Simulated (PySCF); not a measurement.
## Computed spin Hamiltonian

Species: C₆H₁₁O₂ (doublet state).
Atom-mapped SMILES: `[CH3:1][C:2]([C:3](=[O:4])[OH:5])[CH:6]([CH3:7])[CH3:8]` (hydrogens: H9, H10, H11 on C1; H12 on O5; H13 on C6; H14, H15, H16 on C7; H17, H18, H19 on C8)

Structure used (GFN2-xTB), in Å, numbered top down from 1:
```
atom  x, y, z in Å
C1    -1.1278   -1.4953    0.2095
C2    -0.7260   -0.0729    0.1809
C3    -1.7627    0.9111    0.1031
O4    -2.9612    0.6701    0.0750
O5    -1.3174    2.1985    0.0672
C6     0.7043    0.3404    0.1699
C7     1.6236   -0.6498    0.8815
C8     1.1581    0.5313   -1.2915
H9    -0.5898   -2.0664   -0.5487
H10   -2.1990   -1.5759    0.0413
H11   -0.8911   -1.9473    1.1756
H12   -2.0884    2.7828    0.0286
H13    0.7806    1.3182    0.6577
H14    1.3057   -0.7962    1.9111
H15    1.6307   -1.6125    0.3772
H16    2.6402   -0.2638    0.8890
H17    0.5415    1.2794   -1.7815
H18    1.0757   -0.4053   -1.8380
H19    2.1932    0.8628   -1.3153
```

The hyperfine couplings belong to this conformer and change with its torsions.

Method: PySCF 2.14.0, UKS B3LYP, pcH-1 on C H O, non-relativistic, mean-field spin-orbit, GIAO. Geometry: GFN2-xTB, one conformer, isolated molecule. A GFN2-xTB geometry isn't a minimum of the functional, and hyperfine couplings can be far from their values at a DFT geometry. Stability of the SCF solution: not tested.

```
g1, g2, g3                      : 2.00214, 2.00361, 2.00499
g_iso                           : 2.00358
Form of g                       : rhombic: the two nearest values differ by 48 % of g3 − g1
⟨S²⟩                            : 0.7567 (exact 0.7500)
HOMO–LUMO gap, α and β orbitals : 6.99, 4.55 eV
Total energy                    : -385.72837 Eh
Basis functions                 : 310
```

Isotropic coupling and dipolar principal values T1 to T3, in mT; ρ(0) is the spin density at the nucleus (MHz turned into mT with g_iso):

| atom | isotope | a_iso | T1 | T2 | T3 | Mulliken spin population | ρ(0) (bohr⁻³) |
| --- | --- | --- | --- | --- | --- | --- | --- |
| C1 | 13C | -0.98 | -0.08 | 0.03 | 0.05 | -0.07 | -0.0245 |
| C2 | 13C | 2.45 | -2.36 | -2.34 | 4.70 | 0.82 | 0.0612 |
| C3 | 13C | -1.36 | -0.07 | -0.06 | 0.12 | -0.05 | -0.0339 |
| O4 | 17O | -0.50 | -2.24 | 1.12 | 1.12 | 0.20 | 0.0233 |
| O5 | 17O | 0.09 | -0.22 | 0.08 | 0.14 | 0.02 | -0.0044 |
| C6 | 13C | -0.85 | -0.08 | 0.02 | 0.06 | -0.06 | -0.0212 |
| C7 | 13C | 0.29 | -0.05 | -0.05 | 0.10 | 0.01 | 0.0072 |
| C8 | 13C | 2.07 | -0.18 | -0.17 | 0.35 | 0.04 | 0.0515 |
| H9 | 1H | 2.90 | -0.16 | -0.11 | 0.26 | 0.03 | 0.0182 |
| H10 | 1H | 0.16 | -0.15 | -0.10 | 0.25 | 0.00 | 0.0010 |
| H11 | 1H | 3.82 | -0.16 | -0.12 | 0.28 | 0.04 | 0.0240 |
| H12 | 1H | -0.11 | -0.10 | -0.06 | 0.16 | 0.00 | -0.0007 |
| H13 | 1H | 1.28 | -0.15 | -0.13 | 0.29 | 0.01 | 0.0080 |
| H14 | 1H | -0.03 | -0.10 | -0.08 | 0.18 | 0.00 | -0.0002 |
| H15 | 1H | -0.03 | -0.08 | -0.07 | 0.15 | 0.00 | -0.0002 |
| H16 | 1H | 0.03 | -0.06 | -0.04 | 0.10 | 0.00 | 0.0002 |
| H17 | 1H | -0.06 | -0.17 | -0.06 | 0.23 | 0.00 | -0.0004 |
| H18 | 1H | -0.12 | -0.16 | -0.06 | 0.22 | 0.00 | -0.0008 |
| H19 | 1H | 0.62 | -0.11 | -0.05 | 0.16 | 0.01 | 0.0039 |

The Mulliken spin populations are largest on C2 (+0.82), O4 (+0.20) and C1 (-0.07). The angles at C2 add up to 359.9°, so it is planar.

Axes: g2 points within 1° of the C1–C2 bond.

Under fast tumbling the dipolar parts average out, and these isotropic splittings remain: 3 × 1H (H9/H10/H11, I = 1/2, 4 lines) with 2.29 mT, 1 × 1H (H13, I = 1/2, 2 lines) with 1.28 mT, 1 × 1H (H12, I = 1/2, 2 lines) with 0.11 mT and 6 × 1H (H14 (×6), I = 1/2, 7 lines) with 0.07 mT.

Means are taken over nuclei equivalent by connectivity, which assumes that they swap fast. The three 1H nuclei of mean +64.3 MHz run from 4.4 to 107.2 MHz in the frozen geometry. The six 1H nuclei of mean +1.9 MHz run from -3.4 to 17.3 MHz in the frozen geometry.

The 17O coupling of O4 (-14.1 MHz) shows only in satellite lines or after enrichment, since that isotope makes up about 0.038 % of natural oxygen.

The 13C coupling of C2 (68.8 MHz) shows only in satellite lines or after enrichment, since that isotope makes up about 1.07 % of natural carbon.
